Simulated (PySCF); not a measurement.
PySCF input for BH₅O₃Si, SMILES OB(O)O[SiH3], PBE0/pcSseg-1. Geometry: B3LYP-D3(BJ)/def2-SVP. One conformer was computed; it need not be the lowest.

```python
import numpy as np
from pyscf import gto, scf, dft
from pyscf.prop.nmr import rks as nmr

mol = gto.M(
    atom='''
    B     0.04478714   -0.96271545    0.00000000
    O     0.85003528   -2.06765368   -0.00000000
    H     0.39003538   -2.91298018    0.00000001
    O    -1.33035876   -0.99326274   -0.00000000
    H    -1.73712166   -1.86567204   -0.00000000
    O     0.65206536    0.25601906   -0.00000000
    Si    0.01483079    1.80157075    0.00000000
    H    -0.81316350    2.03477254   -1.21707308
    H    -0.81316351    2.03477253    1.21707307
    H     1.16791144    2.73987278   -0.00000000
    ''',
    basis='pcSseg-1',
    charge=0,
    spin=0,
    max_memory=1600,
    verbose=3,
)
mf = dft.RKS(mol, xc='pbe0')
mf.grids.level = 3
mf.conv_tol = 1e-10
mf.max_cycle = 100
mf.kernel()
n = nmr.NMR(mf)
n.verbose = 2
n.max_cycle_cphf = 60
sigma = n.kernel()
print('atom   isotropic/ppm   span/ppm')
for i, s in enumerate(sigma):
    w = np.linalg.eigvalsh((s + s.T) / 2)
    print(f'{mol.atom_symbol(i):2s}{i + 1:3d} {w.mean():14.3f} {w[2] - w[0]:11.3f}')
```

Program output:

```
converged SCF energy = -542.777242100484
atom   isotropic/ppm   span/ppm
B   1         83.117       8.060
O   2        243.150     117.402
H   3         28.877      16.809
O   4        243.411     103.763
H   5         28.866      16.987
O   6        276.072     146.372
Si  7        387.330     118.792
H   8         26.310       7.661
H   9         26.310       7.661
H  10         26.491       8.040
```

The run converged.

Cost: around 29 core-seconds (rough).
